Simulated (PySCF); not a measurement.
State search for CBr

Unrestricted PBE0; C def2-TZVPP, Br def2-TZVPP; no relativity (PySCF 2.14). Outer shells of the fragments: C 2s2 2p2; Br 3d10 4s2 4p5.

Followed along the bond (rough minima from three points):

```json
{"2Ms+1": "2", "unpaired": "π ↑", "⟨S²⟩ at the start": "0.76", "R at minimum (Å)": "1.82", "Te (eV)": "0.00"}
{"2Ms+1": "4", "unpaired": "σ ↑, π ↑↑", "⟨S²⟩ at the start": "3.76", "R at minimum (Å)": "1.81", "Te (eV)": "1.98"}
```

Solutions found at the starting distance of 1.825 Å, counted from the lowest of them; the search is not exhaustive and high or unbound solutions are not listed, so other states can lie among these:

| 2Ms+1 | unpaired | term | E (eV) | ⟨S²⟩ | ⟨Lz²⟩ | μ (D) |
| --- | --- | --- | --- | --- | --- | --- |
| 2 | π ↑ | ²Π | 0.00 | 0.76 | 1.01 | 1.47 |
| 4 | σ ↑, π ↑↑ | ⁴Σ⁻ | 1.98 | 3.76 | 0.00 | 0.36 |
| 2 | σ ↑, π ↑↓ | mixed | 3.15 | 1.76 | 2.01 | 0.93 |
| 2 | σ ↓, π ↑↑ | mixed | 3.38 | 1.77 | 0.00 | 1.22 |
| 4 | π ↑↑↑ | ⁴Π | 4.23 | 3.76 | 1.01 | 3.90 |
| 2 | σ ↑ | mixed | 4.37 | 0.76 | 2.00 | 1.26 |

A term symbol is given only where ⟨S²⟩ and ⟨Lz²⟩ are close to those of a pure state; real π, δ and φ orbitals otherwise mix terms. A positive dipole means C(−)Br(+).

Spin–orbit coupling is left out. Counting both spins, an empty level lies below a filled one in some of these solutions, because spin and occupation are held.
